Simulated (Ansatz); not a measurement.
Consider the ligand exchange at the Si–S bond: `CO[SiH2]S[SiH3]` + `CCBS` → `CCBS[SiH3]` + `CO[SiH2]S`.

Gas-phase electronic energies from Ansatz, PBE0-D4/def2-TZVP geometries. CCSD(T)/CBS is the MP2 limit (def2-TZVPP, def2-QZVPP) plus CCSD(T) − MP2 in def2-TZVPP, frozen cores. This one scheme is used for every species. DFT in def2-TZVPP. HSE06 is defined as in plane-wave codes. Each species was taken in one conformer, which may not be the lowest.

`CO[SiH2]S[SiH3]`:

```xyz
13

C     1.228    0.927    1.416
O     1.561    1.132    0.060
Si    0.824    0.373   -1.184
S    -1.281    0.747   -1.245
Si   -1.926   -1.097   -0.380
H     0.197    1.234    1.619
H     1.345   -0.124    1.702
H     1.901    1.532    2.024
H     1.003   -1.102   -1.080
H     1.435    0.927   -2.409
H    -3.384   -0.960   -0.148
H    -1.237   -1.349    0.913
H    -1.666   -2.241   -1.289
```

`CCBS`:

Cartesian coordinates in Å:
```
C 0.320 0.035 -1.458
C 0.067 -0.516 -0.055
B -0.699 0.467 0.887
S -0.343 0.732 2.609
H 0.984 0.902 -1.429
H -0.613 0.354 -1.929
H 0.784 -0.713 -2.105
H -0.583 -1.401 -0.135
H 0.999 -0.877 0.391
H -1.629 1.108 0.491
H 0.714 -0.091 2.733
```

`CCBS[SiH3]`:

Cartesian coordinates in Å:
```
C 1.733 1.775 -0.149
C 0.223 1.546 -0.208
B -0.197 0.046 -0.122
S -1.614 -0.453 0.856
Si -1.612 -2.556 0.417
H 1.985 2.827 -0.300
H 2.251 1.192 -0.914
H 2.141 1.476 0.820
H -0.295 2.164 0.532
H -0.149 1.887 -1.188
H 0.411 -0.794 -0.728
H -1.812 -2.780 -1.036
H -2.735 -3.160 1.175
H -0.330 -3.168 0.844
```

`CO[SiH2]S`:

Z-matrix (Å, degrees):
```
C
O 1 1.410
H 1 1.091 2 108.1
H 1 1.096 2 111.7 3 119.3
H 1 1.095 2 111.3 3 -119.1
Si 2 1.639 1 122.6 3 -170.3
S 6 2.120 2 109.8 1 171.1
H 6 1.488 2 108.6 1 49.0
H 6 1.485 2 111.9 1 -72.6
H 7 1.344 6 94.3 2 -69.2
```

```json
{"level": "r2SCAN-D4", "ΔE (kJ/mol)": "19.7", "difference from CCSD(T)/CBS": "1.3"}
{"level": "PBE0-D4", "ΔE (kJ/mol)": "20.1", "difference from CCSD(T)/CBS": "1.7"}
{"level": "HSE06-D4", "ΔE (kJ/mol)": "20.0", "difference from CCSD(T)/CBS": "1.6"}
{"level": "ωB97X-V", "ΔE (kJ/mol)": "18.5", "difference from CCSD(T)/CBS": "0.1"}
{"level": "ωB97M-V", "ΔE (kJ/mol)": "19.4", "difference from CCSD(T)/CBS": "1.0"}
{"level": "PBE", "ΔE (kJ/mol)": "17.1", "difference from CCSD(T)/CBS": "-1.3"}
{"level": "BLYP", "ΔE (kJ/mol)": "13.5", "difference from CCSD(T)/CBS": "-4.9"}
{"level": "PBE0", "ΔE (kJ/mol)": "16.8", "difference from CCSD(T)/CBS": "-1.6"}
{"level": "r2SCANh", "ΔE (kJ/mol)": "18.5", "difference from CCSD(T)/CBS": "0.1"}
{"level": "HSE06", "ΔE (kJ/mol)": "16.8", "difference from CCSD(T)/CBS": "-1.6"}
{"level": "CAM-B3LYP", "ΔE (kJ/mol)": "15.2", "difference from CCSD(T)/CBS": "-3.2"}
{"level": "RPA@PBE/def2-TZVPP", "ΔE (kJ/mol)": "16.9", "difference from CCSD(T)/CBS": "-1.5"}
{"level": "CCSD/def2-SVP", "ΔE (kJ/mol)": "17.4", "difference from CCSD(T)/CBS": "-1.0"}
{"level": "HF/def2-TZVPP", "ΔE (kJ/mol)": "11.7", "difference from CCSD(T)/CBS": "-6.7"}
{"level": "SCS-MP2/def2-TZVPP", "ΔE (kJ/mol)": "16.9", "difference from CCSD(T)/CBS": "-1.5"}
{"level": "MP2/def2-QZVPP", "ΔE (kJ/mol)": "18.7", "difference from CCSD(T)/CBS": "0.3"}
{"level": "CCSD(T)/CBS", "ΔE (kJ/mol)": "18.4", "difference from CCSD(T)/CBS": "0"}
```

Largest T1 diagnostic among the species: 0.012.

The D4 term adds +5.7 kJ/mol with B3LYP and +3.3 kJ/mol with PBE0; it sums over pairs of atoms, weighted by their polarisabilities, and B3LYP, whose exchange is more repulsive, gets the larger term. Leaving LDA and LC-ωPBE aside and taking each functional with its dispersion term where it has one, the values, not all of them listed here, spread over 4.8 kJ/mol, from B2PLYP to revPBE-D4. LDA lies +4.4 kJ/mol from PBE without D4.

B3LYP here is the variant with VWN-RPA as its local correlation; programs differ in this.
